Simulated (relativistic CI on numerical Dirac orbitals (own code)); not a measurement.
**The 3d ions of charge 1+**

Calculated at this level of theory: Dirac-Coulomb-Breit CI, orbitals from a KLI potential per configuration, QED by a radiative potential, valence Slater integrals scaled by 0.85 (own radial code, finite nucleus).

Each species is treated in one configuration, given outside its closed core, with all valence electrons in the open shell. Radial values are for the open shell of highest l, unscaled and averaged over j; ζ includes the Breit term. Labels give the leading LS character, summed over repeated terms.

```tsv
Ion	Configuration	Its lowest level	LS weight (%)	Next level	E (cm⁻¹)	F² (cm⁻¹)	F⁴ (cm⁻¹)	ζ (cm⁻¹)
Sc+	3d2	3F_2	100	3F_3	57.443	47490	29090	36.37
Ti+	3d3	4F_3/2	100	4F_5/2	62.145	54530	33470	72.93
V+	3d4	5D_0	100	5D_1	31.706	60920	37440	120
Cr+	3d5	6S_5/2	100	4G_11/2	21481	66910	41150	179.3
Mn+	3d6	5D_4	100	5D_3	259.08	72620	44700	252.8
Fe+	3d7	4F_9/2	100	4F_7/2	530.09	78150	48120	342.3
Co+	3d8	3F_4	100	3F_3	897.69	83530	51450	449.8
Ni+	3d9	2D_5/2	100	2D_3/2	1427.4			577.6
```

NIST ASD lists another ground level for Sc+ (3D1), Ti+ (4F3/2), Mn+ (7S3), Fe+ (6D9/2).

With one configuration, terms of near-neutral atoms and ions can be 10 to 25 % off, and close levels can change places.

At low charge ζ of a weakly bound d or f electron comes out too small.
